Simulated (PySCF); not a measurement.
Ge(H)3(NH2) (GeH5N), SMILES [GeH3][NH2]. Atoms are numbered in the order given.

```xyz
7

Ge    -0.3610    -0.0023     0.0000
N      1.4793     0.1010     0.0000
H     -0.8477     0.7176     1.2663
H     -0.8477     0.7176    -1.2663
H     -0.9217    -1.4448     0.0000
H      1.9070    -0.3116     0.8181
H      1.9070    -0.3116    -0.8181
```

Geometry optimised at PBE0-D3(BJ)/def2-TZVP.

The numbers are results of PySCF with ωB97X/def2-TZVPD, not measurements.

The molecule is in vacuum.

Computed frontier levels, gap, dipole moment and polarisability:
The highest occupied level comes out as -9.83 eV and the lowest empty level is 1.79 eV. The orbital gap is 11.61 eV and the dipole moment is 1.12 D. The quadrupole, principal values (traceless, Buckingham form, about the centre of nuclear charge) is -5.61, 1.90, 3.70 D·Å. The mean static polarisability is 42.5 bohr³ (6.30 Å³). The polarisability, principal values is 40.7, 41.0, 45.8 bohr³.
